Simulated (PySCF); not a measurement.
Start geometry of `CCSCCSC(F)(F)F` from GFN2-xTB (Å):
```
atom  x, y, z in Å
C1    -2.257    1.129   -0.285
C2    -1.881    0.245    0.888
S3    -1.547   -1.485    0.401
C4     0.043   -1.347   -0.485
C5     1.254   -1.533    0.412
S6     1.624   -0.118    1.513
C7     2.395    1.000    0.298
F8     2.947    2.035    0.916
F9     3.346    0.390   -0.413
F10    1.515    1.486   -0.587
H11   -2.553    2.111    0.079
H12   -3.088    0.696   -0.837
H13   -1.420    1.264   -0.967
H14   -2.712    0.157    1.588
H15   -1.010    0.622    1.420
H16    0.060   -0.399   -1.017
H17    0.032   -2.157   -1.215
H18    2.154   -1.729   -0.171
H19    1.088   -2.360    1.103
```

**Question.** What comes out of this run: PBE0-D3(BJ)/def2-SVP geometry optimisation, gas phase in PySCF?

**Answer.** 
```
atom  x, y, z in Å
C1    -2.2526    1.0621   -0.3381
C2    -1.7554    0.3122    0.8813
S3    -1.4285   -1.4557    0.6039
C4     0.0536   -1.4191   -0.4397
C5     1.3660   -1.5636    0.3141
S6     1.7451   -0.2637    1.5273
C7     2.2047    1.0683    0.3979
F8     2.7362    2.0538    1.1078
F9     3.0903    0.6805   -0.5187
F10    1.1590    1.5694   -0.2739
H11   -2.4940    2.1042   -0.0740
H12   -3.1545    0.5904   -0.7552
H13   -1.4895    1.0987   -1.1305
H14   -2.5160    0.3076    1.6783
H15   -0.8508    0.7723    1.3040
H16    0.0447   -0.5134   -1.0634
H17   -0.0395   -2.2741   -1.1293
H18    2.2198   -1.6430   -0.3774
H19    1.3511   -2.4776    0.9274
```

The energy falls by 6.8 kJ/mol over 8 energy and gradient evaluations, the largest force component goes from 0.0147 to 3.1e-04 Eh/bohr, and the atoms move by 0.231 Å rms after alignment. The bond that changes most is S6–C7 (sulfide sulfur to CF3 carbon), which shortens by 0.017 Å. Bonds longer at the end by more than 0.005 Å: 9 of 18; shorter: 4. Among the angles that change most is H16–C4–H17, from 108.7° to 106.5°. Among the dihedrals that turn most is H16–C4–C5–S6, from 49° to 64°. Rotational constants go from 1566, 572.8, 505.1 to 1488, 626.9, 535.5 MHz. The orientation of the end geometry is arbitrary; only internal coordinates are fixed.

The run used 193 basis functions and 55 SCF cycles in all.

Not checked by PBE0-D3(BJ)/def2-SVP frequencies. One conformer, not necessarily the lowest.
